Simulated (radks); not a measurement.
Question: The mean radii <r> (bohr) of the occupied orbitals of an atom or ion are listed with their occupations. Method: non-relativistic Kohn-Sham, exchange-only LDA, spin-polarised, spherical densities, point nucleus; computed with a radial shooting solver on a logarithmic mesh with Libxc functionals.

orbital  occ.     <r>
1s up       1  0.3315
1s down     1  0.3306
2s up       1   1.640

Name the element and its charge. Open shells, if any, are filled with parallel spins first.

Answer: Z = 5, boron, charge +2: B2+ in [He] 2s1. The 1s radius gives Z: for a bare nucleus <r> = 1.5/Z, 0.3 bohr for Z = 5, and screening makes it slightly larger (0.3315 here). The occupations add up to 3, and the charge is Z minus that.
